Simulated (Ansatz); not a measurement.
Coupled-cluster run, `C[CH](F)[InH][F]`.

```yaml
crystal:
  periodic: [false, false, false]
  atoms:
    - {symbol: C, position_ang: [-0.945190, -0.923744, 0.076008]}
    - {symbol: C, position_ang: [0.419566, -0.432452, 0.485098]}
    - {symbol: F, position_ang: [0.526248, -0.427552, 1.875881]}
    - {symbol: In, position_ang: [0.865112, 1.541162, -0.310137]}
    - {symbol: F, position_ang: [0.376130, 1.420956, -2.219289]}
    - {symbol: H, position_ang: [-1.110913, -1.942102, 0.440876]}
    - {symbol: H, position_ang: [-1.022202, -0.926371, -1.014094]}
    - {symbol: H, position_ang: [-1.741219, -0.289686, 0.472330]}
    - {symbol: H, position_ang: [1.190915, -1.115183, 0.113002]}
    - {symbol: H, position_ang: [1.441554, 3.094962, 0.080325]}
basis:
  gaussian: {orbitals: def2-SVP}
correlation: {method: ccsd_t}
```

```sh
$ ansatz run in.yaml --threads 4 --pin off --events-out ev --progress --plain --max-ram 10444MiB
```

The program prints (abridged):

```
Functional definition: HF
1144 factors; integrals over basis functions are off by at most 1.6e-3 eV
mean field evaluation 1: about -12690.2624 eV, gradient 4.1e1 eV
mean field evaluation 2: about -12690.3853 eV, gradient 4.1e1 eV
mean field evaluation 4: about -12694.0774 eV, gradient 3.4e0 eV
mean field evaluation 8: about -12694.1341 eV, gradient 2.3e-1 eV
mean field -12694.13429285 eV, -466.5008308688 hartree, gradient 2.4e-6 eV, S^2 0.000000; 0 other end points of the search recorded, 0 dependent functions left out
8 core orbitals not correlated: weight in the atoms' cores, before any rotation towards them, 1.000 or more for the frozen orbitals, at most 0.000 for the correlated occupied ones
reference -12694.13429285 eV, -466.5008308688 hartree; 20, 20 occupied and 79, 79 virtual orbitals, 1144 factors
second order -20.21433640 eV of doubles, -0.00000000 eV of singles
cycle   1  -20.65237932 eV  change   -4.4e-1 eV  update   1.1e-1
cycle   2  -21.14788571 eV  change   -5.0e-1 eV  update   3.6e-2
cycle   3  -21.30478537 eV  change   -1.6e-1 eV  update   2.2e-2
cycle   4  -21.30868261 eV  change   -3.9e-3 eV  update   5.9e-3
cycle   5  -21.30375134 eV  change    4.9e-3 eV  update   3.0e-3
cycle   6  -21.30368412 eV  change    6.7e-5 eV  update   9.6e-4
cycle   7  -21.30364170 eV  change    4.2e-5 eV  update   3.7e-4
cycle   8  -21.30352368 eV  change    1.2e-4 eV  update   1.2e-4
cycle   9  -21.30352756 eV  change   -3.9e-6 eV  update   4.6e-5
perturbative correction -0.49572036 eV, -0.0182173874 hartree
Total energy: -12715.93354077 eV, -467.3019384539 hartree
```

Run time 3.2 s (4 threads of an AMD EPYC 9R45 on a shared host); peak host memory 0.61 GiB.

MP2 recovers 92.7 % of the CCSD(T) correlation energy and the triples give 2.3 %; T1 = 0.0126.
